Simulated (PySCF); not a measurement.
## Assigning NMR signals

Numbering as in the mapped SMILES `[SiH3:1][CH2:2][C:3]1=[CH:4][CH:5]=[CH:6][CH:7]=[CH:8][BH:9]1` (H(Xn): hydrogen on atom n).

PySCF calculation with shieldings: GIAO PBE0/pcSseg-1 and PBE0-D3(BJ)/def2-SVP structure; relativity neglected, fast rotation and ring inversion assumed for equivalent nuclei, no solvent, single conformer.

Chemical shifts δ = σref − σ; 13C (σ = 184.41 ppm), 1H (σ = 31.27 ppm) vs TMS, all at this level.

Problem. Assign these signals to the numbered atoms. 13C{1H} NMR (computed): δ 181.0 (C), 158.7 (CH), 155.6 (CH), 152.1 (CH), 142.3 (CH), 140.3 (CH), 30.8 (CH2).

Solution. 
181.0 → C3, fully substituted alkene carbon
158.7 → C8, alkene CH: as expected for a trigonal carbon in a double bond
155.6 → C7, alkene CH
152.1 → C4, alkene CH
142.3 → C5, alkene CH
140.3 → C6, alkene CH
30.8 → C2, allylic sp3 CH2 bonded to Si

Problem. Assign these signals to the numbered atoms. 1H NMR (500 MHz, computed): δ 8.29 (m, 1H), 8.06 (m, 1H), 7.86 (d, 1H), 7.44 (m, 1H), 7.38 (m, 1H), 6.42 (br, 1H), 3.97 (t, 3H), 2.69 (q, 2H).

Solution. 
```tsv
δ (ppm)	atoms	environment	reason
8.29	H(C8)	hydrogen on an alkene CH	–
8.06	H(C7)	hydrogen on an alkene CH	–
7.86	H(C4)	hydrogen on an alkene CH	olefinic region
7.44	H(C5)	hydrogen on an alkene CH	–
7.38	H(C6)	hydrogen on an alkene CH	–
6.42	H(B9)	hydrogen on a boron bonded to 2 C, in a 7-membered ring	–
3.97	H(Si1)	hydrogen on a silicon bonded to C	–
2.69	H(C2)	hydrogen on an allylic sp3 CH2 bonded to Si	allylic position
```

H(C5) and H(C6) lie closer than the usual error of such a calculation, so a measured spectrum could show them in the other order.

Hydrogens on boron are broadened and split by 11B (spin 3/2, 80 %) and 10B (spin 3). A carbon bonded to boron is broadened by the quadrupolar boron nucleus and is often missing from a measured spectrum. Shifts are as computed. Against solution values, carbons near 30 ppm lie about +2 ppm off and those near 130 ppm about +5 ppm. Of 1211 compounds with measured shifts, 218 miss one by over three times the rms of a fit or turn the order of signals round; such compounds aren't used in these exercises. No couplings were computed; multiplicities are counted from neighbouring protons, with m where these are inequivalent, close in shift, in a saturated or five-membered ring or joined by F or P, and br s for small geminal =CH2 splittings.
